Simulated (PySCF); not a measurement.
These are PySCF 2.14.0 with PBE0-D4/def2-SVP values and carry that method's errors. Gas-phase values, no solvent. One relaxed conformer stands for a flexible species; it need not be the lowest. Delta-SCF ions had no search for a lower state. Excitations are Tamm–Dancoff values on a coarser integration grid. The basis has no diffuse functions, so Rydberg states are missing or too high.

Reference species (SMILES): `Sc1cc2ccccc2c2ccccc12` (H–S–C–C torsion 128°) (neutral, multiplicity 1).

- S1–T1 gap (TDA) = 1.09 eV
- S1 oscillator strength = 0.002
- vertical ionisation energy (Delta-SCF) = 7.71 eV

Changed species: `Sc1cccc2c1ccc1ccccc12` (H–S–C–C torsion 127°).

Task: What does the change do to the S1–T1 gap (TDA), S1 oscillator strength and vertical ionisation energy (Delta-SCF)?

Result: the S1–T1 gap (TDA) is nearly the same; the S1 oscillator strength hardly moves; the vertical ionisation energy (Delta-SCF) rises by 0.02 eV, to 7.73 eV.
